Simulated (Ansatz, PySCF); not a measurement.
Gas-phase reaction (SMILES): C[Si](O)(O)O → C[Si](O)O + [OH] (HO); the O-Si bond at the site shown breaks (other sites are not compared here).

Structures are relaxed separately at B3LYP-D3(BJ)/def2-TZVP in Ansatz (a quantum-chemistry and plane-wave program), one conformer each, not searched for the lowest. Cores are frozen in the correlated levels unless marked. UHF or UKS for open shells. Spin-orbit coupling is left out. No relativistic terms. CBS marks a two-point X^-3 extrapolation of the correlation energy; Hartree-Fock from the larger set. Thermal terms are rigid-rotor harmonic-oscillator values from B3LYP-D3(BJ) frequencies (Ansatz or PySCF) at 298.15 K and 1 atm. 1 Eh = 627.5095 kcal/mol.

| species | E, CCSD(T)/CBS(aug-cc-pV(T+d)Z,aug-cc-pV(Q+d)Z) (Ansatz) (Eh) | E, B3LYP-D3(BJ)/def2-TZVPD (Ansatz + dftd3) (Eh) | H - E (Eh) |
|---|---|---|---|
| C[Si](O)(O)O | -556.43687 | -557.22999 | 0.08835 |
| C[Si](O)O | -480.53681 | -481.24781 | 0.07160 |
| [OH] (HO) | -75.67461 | -75.77058 | 0.01169 |

Task: Work out ΔE and ΔH at 298.15 K at the first level, then ΔH at the second.

Result: 
1. ΔE = [(-480.53681) + (-75.67461)] - [(-556.43687)] = 0.22545 Eh = 141.5 kcal/mol at CCSD(T)/CBS(aug-cc-pV(T+d)Z,aug-cc-pV(Q+d)Z).
2. The terms H - E add up to -0.00506 Eh, so ΔH = (0.22545 + (-0.00506))×627.5095 = 138.3 kcal/mol.
3. At B3LYP-D3(BJ)/def2-TZVPD the same steps give ΔE = 132.8 and ΔH = 129.6 kcal/mol, a shift of -8.7 from the first level.
4. These values are not checked against measurement here, since the tables used lack a sound gas-phase enthalpy of formation for at least one species.
